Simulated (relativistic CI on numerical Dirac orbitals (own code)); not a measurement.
## Spin-allowed bands of a d3 ion in an octahedral site, by hand

Problem. Take Δ = 22100 cm⁻¹ and B = 410 cm⁻¹ for a d3 ion in an octahedral site. Calculate the three spin-allowed bands.

Working.
1. The terms of highest spin are 4F (energy 0) and 4P (15B = 6150 cm⁻¹). Here the F term splits into A2 at −1.2Δ = -26520, T2 at −0.2Δ = -4420 and T1 at +0.6Δ = 13260 cm⁻¹.
2. The two T1 states mix through the element 0.4Δ: H = [[13260, 8840], [8840, 6150]], with roots ½(H₁₁ + H₂₂) ∓ ½√[(H₂₂ − H₁₁)² + 4H₁₂²] = ½(19410) ∓ ½(19056) = 177 and 19233 cm⁻¹.
3. The ground term is 4A2 at -26520 cm⁻¹.
4. Bands: 4T2 22100 cm⁻¹ (452 nm), 4T1(F) 26697 cm⁻¹ (375 nm), 4T1(P) 45753 cm⁻¹ (219 nm).

Check. Exact diagonalisation of the whole d3 shell with these parameters gives 4T2 22100, 4T1 26697, 4T1 45753 cm⁻¹. The match is exact, since without spin-orbit coupling no other term has this spin. The ratio of the second band to the first, 1.208, depends on Δ/B = 53.9 alone, which is how a Tanabe-Sugano diagram is read.
